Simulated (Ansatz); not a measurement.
Program: Ansatz. Geometries: PBE0-D4/def2-TZVP. ΔE: electronic, gas phase. CCSD(T)/CBS adds triple-zeta CCSD(T) − MP2 to the extrapolated MP2 energy (def2 sets, frozen cores). This one scheme is used for every species. For Br, Ga outer-core shells are correlated without core-valence functions, which leaves a few kJ/mol of doubt a bond. Scalar relativity is left out up to krypton. Each species was taken in one conformer, which may not be the lowest.

Consider the cleavage of the Ga–Si bond: `O[SiH2][GaH][Br]` + HCl → `[Cl][GaH][Br]` + `O[SiH3]`.

`O[SiH2][GaH][Br]`:

```xyz
8

O     1.122    1.179    1.084
Si   -0.260    0.654    0.340
Ga    0.252   -1.391   -0.814
Br   -1.601   -2.242   -1.904
H     1.077    1.992    1.590
H    -1.353    0.410    1.326
H    -0.773    1.661   -0.633
H     1.537   -2.263   -0.990
```

HCl:

Z-matrix (Å, degrees):
```
Cl
H 1 1.279
```

`[Cl][GaH][Br]`:

Cartesian coordinates in Å:
```
Cl -0.196 0.038 2.044
Ga -0.007 0.188 -0.072
Br 0.242 -1.782 -1.176
H -0.039 1.555 -0.796
```

`O[SiH3]`:

```xyz
6

O     1.023    0.110   -0.764
Si   -0.370   -0.108    0.089
H     1.752    0.548   -0.326
H    -0.146   -0.940    1.304
H    -1.304   -0.799   -0.828
H    -0.956    1.189    0.526
```

```json
{"species": "`O[SiH2][GaH][Br]`", "CCSD(T)/CBS(def2) energy (Eh)": "-4864.01112"}
{"species": "HCl", "CCSD(T)/CBS(def2) energy (Eh)": "-460.38127"}
{"species": "`[Cl][GaH][Br]`", "CCSD(T)/CBS(def2) energy (Eh)": "-4957.74201"}
{"species": "`O[SiH3]`", "CCSD(T)/CBS(def2) energy (Eh)": "-366.69042"}
```

Question: Work out ΔE.

Answer: ΔE = (-4957.74201) + (-366.69042) − (-4864.01112) − (-460.38127) = -0.04004 Eh = -25.1 kcal/mol.

Question: What do rigid-rotor, harmonic-oscillator terms from PBE0-D4/def2-TZVP frequencies (298.15 K, 1 bar) make of the CCSD(T)/CBS value? (Estimate.)

Answer: The calculation gave: ΔZPE = +1.1 kcal/mol, ΔH = -24.9 kcal/mol, ΔS = 7 J/(mol·K), ΔG = -25.4 kcal/mol. Modes under 50 cm⁻¹ make the entropy rough.

Largest T1 diagnostic among the species: 0.011.

In def2-TZVPP, CCSD(T) changes the Hartree–Fock value by +6.0 kcal/mol (the triples alone add +0.4 kcal/mol) and MP2 by +4.3 kcal/mol. Leaving LDA and LC-ωPBE aside and taking each functional with its dispersion term where it has one, the values, not all of them listed here, spread over 5.0 kcal/mol, from BHLYP-D4 to PBE-D4. LDA lies +0.8 kcal/mol from PBE without D4. At CCSD(T), def2-SVP lies −3.3 kcal/mol from the extrapolated value and def2-TZVPP −0.4 kcal/mol.
